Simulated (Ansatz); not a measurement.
Start from `CC1=[C]([AlH2])C1` and change one atom or group to get `CC1=CC1`.

Ansatz, PBE0-D4/def2-TZVP geometries, multiplicity 1. 

| property | `CC1=[C]([AlH2])C1` |
| --- | --- |
| HOMO–LUMO gap (ωB97M-V/def2-TZVPP) / eV | 9.10 |
| HOMO energy (PBE0/def2-TZVPP) / eV | -6.98 |
| HOMO–LUMO gap (B3LYP/def2-TZVPP) / eV | 4.86 |
| HOMO energy (ωB97M-V/def2-TZVPP) / eV | -9.14 |
| HOMO energy (B3LYP/def2-TZVPP) / eV | -6.78 |
| HOMO–LUMO gap (PBE0/def2-TZVPP) / eV | 5.27 |

(1) What does the change do to each property? (Estimate.)

## Answers

(1) The calculation gave: 
```csv
property,`CC1=CC1`,shift
HOMO–LUMO gap (ωB97M-V/def2-TZVPP) / eV,11.71,2.61
HOMO energy (PBE0/def2-TZVPP) / eV,-6.82,0.16
HOMO–LUMO gap (B3LYP/def2-TZVPP) / eV,6.90,2.04
HOMO energy (ωB97M-V/def2-TZVPP) / eV,-9.04,0.10
HOMO energy (B3LYP/def2-TZVPP) / eV,-6.62,0.16
HOMO–LUMO gap (PBE0/def2-TZVPP) / eV,7.35,2.08
```

With PBE0 the HOMO rises by 0.16 eV and the LUMO rises by 2.26 eV, so the gap widens by about 2.10 eV. PBE moves the HOMO by 0.25 eV and ωB97M-V by 0.10 eV.

B3LYP here is the variant with VWN-RPA as its local correlation; programs differ in this.
